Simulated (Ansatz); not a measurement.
Coupled-cluster diagnostics for H2Te3 (Te3H2), Ansatz.

Geometry of the singlet (PBE0-D4/def2-SVP):

Cartesian coordinates in Å:
```
Te 0.305 -2.008 0.773
Te 1.193 0.539 0.415
Te -0.804 1.787 -0.949
H 0.940 -2.587 -0.658
H -1.633 2.269 0.418
```

In the def2 sets Te takes a core potential; there is no spin–orbit coupling. Correlated methods freeze 12 core orbitals; core or outer-core shells of Te are correlated, in sets that lack core-valence functions.

(1) Estimate the CCSD(T) correlation energy, the shares of MP2 and (T), T1 and the reference's ⟨S²⟩ for: charge 0, singlet, own geometry in def2-TZVPP; and the rough time on 4 threads of AMD EPYC 9B45 on a shared host.

Results:

(1) 
```csv
state,basis,correlation (eV),MP2 share (%),(T) share (%),T1,⟨S²⟩ (pure),wall time
"charge 0, singlet, own geometry",def2-TZVPP,-37.028,102.2,2.6,0.012,0.00 (0.00),35 s
```
Customary marks for T1 are 0.02 (closed shells), 0.045 (open shells) and about 0.05 (3d metals). T1 stays under 0.02 throughout.
